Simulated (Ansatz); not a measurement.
C$_{2}$H$_{8}$O$_{4}$Sn, singlet, geometry from GFN2-xTB (such geometries of metal compounds can be far from the true shape) (all electrons, no relativity), with bond 8-1 at 1.4 times its length; CASSCF(2,3)/STO-3G run with Ansatz (a program for electronic structure).

The Ansatz input:
Ansatz 0.2 input:
```yaml
crystal:
  periodic: [false, false, false]
  atoms:
    - {symbol: C, position_ang: [-2.45767024, -0.94432043, -1.15518044]}
    - {symbol: O, position_ang: [-1.39285525, -1.17920814, -0.25998600]}
    - {symbol: Sn, position_ang: [-0.02090540, 0.12728214, 0.19378924]}
    - {symbol: O, position_ang: [0.62947208, -0.43883426, 1.90755260]}
    - {symbol: O, position_ang: [-0.86143115, 1.85111250, 0.24266519]}
    - {symbol: O, position_ang: [1.52506192, 0.37427039, -0.96554550]}
    - {symbol: C, position_ang: [2.68348024, -0.43051937, -0.93803668]}
    - {symbol: H, position_ang: [-3.23824625, 0.31760797, -0.79888855]}
    - {symbol: H, position_ang: [-3.11344118, -1.80981577, -1.05264980]}
    - {symbol: H, position_ang: [-2.11256280, -0.87623441, -2.18783894]}
    - {symbol: H, position_ang: [-0.00073326, -0.96094593, 2.40886090]}
    - {symbol: H, position_ang: [-0.26507080, 2.57928878, 0.05509377]}
    - {symbol: H, position_ang: [3.39833776, 0.07522851, -1.58828898]}
    - {symbol: H, position_ang: [2.49165009, -1.43183115, -1.32623036]}
    - {symbol: H, position_ang: [3.10547405, -0.50653943, 0.06408984]}
basis:
  gaussian:
    orbitals: STO-3G
hamiltonian:
  xc: hf
magnetization: {spin_polarized: false}
correlation: {active_space: {window: {electrons: 2, orbitals: 3}}}
```

Q: What does Ansatz print? Leave out banner, timings and long lists.

A: 
```
Functional definition: HF
924 factors; integrals over basis functions are off by at most 3.6e-5 eV
mean field evaluation 1: about -172462.7704 eV, gradient 3.7e1 eV
mean field evaluation 2: about -172463.0151 eV, gradient 3.7e1 eV
mean field evaluation 4: about -172468.1180 eV, gradient 2.0e0 eV
mean field evaluation 8: about -172468.1348 eV, gradient 7.1e-5 eV
mean field -172468.13481768 eV, -6338.0870514492 hartree, gradient 3.7e-6 eV, S^2 0.000000; 0 other end points of the search recorded, 0 dependent functions left out
reference -172468.13481768 eV, -6338.0870514492 hartree; 51, 51 occupied and 14, 14 virtual orbitals, 924 factors
state -172469.20492601 eV, -6338.1263772052 hartree
Total energy: -172469.20492601 eV, -6338.1263772052 hartree
```
